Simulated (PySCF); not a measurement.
**Spinor energies of Cl⁺ (chlorine, charge +1)**

Start: [Ne] 3s1 3p4 4s1; 3s1/2 filled at m_j = +1/2; 3p1/2 filled at m_j = +1/2; 3p3/2 filled at m_j = -1/2, +1/2, +3/2; 4s1/2 filled at m_j = +1/2. Calculated with PySCF 2.14 in x2c-TZVPall-2c with one added diffuse shell each of s, p type (6s7p2d1f, 44 functions): generalised Hartree-Fock with the X2C-1e Hamiltonian and a Gaussian nucleus; one run each with spin-orbit coupling (SO) switched off, then screened by Boettger's factors. This is a chosen level, not necessarily the ground level.

| spinor shell | electrons | ε, spin-free (eV) | ε, screened SO (eV) | weight of nominal j (screened SO) | rms radius, screened SO (bohr) |
| --- | --- | --- | --- | --- | --- |
| 1s1/2 | 2 | -2885.9 | -2885.9 | 1.000 | 0.105 |
| 2s1/2 | 2 | -311.36 | -311.34 | 1.000 | 0.479 |
| 2p1/2 | 2 | -240.92 | -242.66 | 0.848 | 0.449 |
| 3s1/2 | 1 | -51.551 | -51.540 | 1.000 | 1.53 |
| 3p3/2 | 3 | -31.393 | -33.182 | 0.660 | 1.72 |
| 3p1/2 | 1 | -31.393 | -26.052 | 0.658 | 1.83 |
| 4s1/2 | 1 | -10.000 | -9.999 | 1.000 | 4.14 |

(1) Where does 2p3/2 lie, and what is the 2p spin-orbit splitting (screened SO)?

| quantity | spin-free | screened SO |
| --- | --- | --- |
| E (hartree) | -459.51147 | -459.51429 |
| M_J | 3 | 3 |
| ⟨J²⟩ | 12.009 | 12.009 |
| ⟨L²⟩ | 2.004 | 2.005 |
| ⟨S²⟩ | 6.005 | 6.004 |

Each row is a mean over spinors that exchange with the open shell spreads, by up to 2.390 eV (2p3/2).

Rows whose weight is well below 1 are mixtures of j = l ± 1/2: exchange outweighs spin-orbit coupling there, and the label is only the starting occupation.

Without spin-orbit coupling the j labels of p, d and f shells carry no meaning; the spin-free column gives the mean over the occupied spinors of each nl shell.

Answers

(1) At -240.03 eV, 2.633 eV above 2p1/2.
